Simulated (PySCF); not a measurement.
## TbP at ωB97X

Level: ωB97X. basis Tb x2c-TZVPall, P x2c-TZVPall; spin-free X2C with a Gaussian nucleus; PySCF 2.14.

| Property | Result |
| --- | --- |
| state | septet, about 8.1 electrons in the 4f shell (Mulliken), real f orbitals that mix terms |
| bond length | 2.280 Å |
| harmonic wavenumber | 462 cm⁻¹ |
| force constant | 3.26 mdyn/Å |
| rotational constant Be | 0.1251 cm⁻¹ |
| anharmonicity ωexe | 1.34 cm⁻¹ |
| vibration–rotation constant αe | 0.000382 cm⁻¹ |
| well depth De to Tb (4f9 6s2) + P | 2.03 eV |
| dissociation energy D0 | 2.00 eV |
| bond order (Mayer) | 3.11 |
| dipole moment (positive dipole means Tb(−)P(+)) | -8.09 D |

These are scalar-relativistic numbers at best; spin–orbit coupling would shift them, the dissociation energy most. The state is the lowest single determinant that the PBE0 search found; with open d or f shells the true ground state can be another one.
